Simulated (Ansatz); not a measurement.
C2HBCl2⁺, that is BCl2(CCH) with one electron fewer. Charge 1, multiplicity 2. Geometry B3LYP-D4/def2-SVP, that of the neutral singlet; atoms count from 1.

```xyz
6

B    -0.068   -0.343    0.986
Cl    0.812   -1.779    1.487
Cl   -1.065    0.509    2.154
C     0.032    0.154   -0.440
C     0.111    0.553   -1.587
H     0.180    0.906   -2.600
```

Q: Estimate the Mulliken populations from the PBE0/def2-TZVP orbitals of Ansatz.

A: 
```csv
atom,charge (e),spin (α − β)
B1,0.17,-0.06
Cl2,0.18,0.22
Cl3,0.18,0.22
C4,0.16,0.21
C5,0.04,0.42
H6,0.27,-0.01
```
Mulliken values depend strongly on the basis.

Q: Where does the spin sit?

A: Summed by element: B -0.06, Cl 0.43, C 0.63, H -0.01, of 1 unpaired in all. Largest on single atoms: C5 0.42, Cl2 0.22, Cl3 0.22.

Q: And the Mayer bond orders between heavy atoms (over 0.3)?

A: B1–Cl2 1.36 (1.76 Å); B1–Cl3 1.36 (1.76 Å); B1–C4 1.09 (1.51 Å); C4–C5 2.34 (1.22 Å).
